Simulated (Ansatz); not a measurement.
Ligands exchanged one at a time, B SiH3-SH. Gas-phase values, no solvent. One relaxed conformer stands for each flexible species; it need not be the lowest. Strings in code marks are SMILES.

Quantity: redistribution energy (mixed species minus the weighted end members), in kJ/mol.

Case: 1 of 3 SiH3 replaced by SH: `[SiH3]B([SiH3])S` (Si–B–S–H torsion 1°). The other species in the difference include `[SiH3]B([SiH3])[SiH3]` (neutral, multiplicity 1). Geometry of `B(S)([SiH3])[SiH3]` (neutral, multiplicity 1, Å):

```xyz
11

Si     1.5974    -0.6229     0.0899
B     -0.0646     0.5020     0.0952
Si    -1.8813    -0.2777    -0.2845
S     -0.0129     2.2351     0.4286
H      1.8385    -1.1601    -1.2743
H      1.4564    -1.7792     1.0112
H      2.7908     0.1636     0.4999
H     -1.8670    -0.9504    -1.6093
H     -2.1964    -1.3073     0.7398
H     -2.9667     0.7355    -0.2823
H      1.3056     2.4324     0.6452
```

Q: What redistribution energy (mixed species minus the weighted end members) does frozen-core MP2/cc-pVTZ // B3LYP-D3(BJ)/def2-TZVP (Ansatz, an electronic-structure program) give?

A: -30.40 kJ/mol.
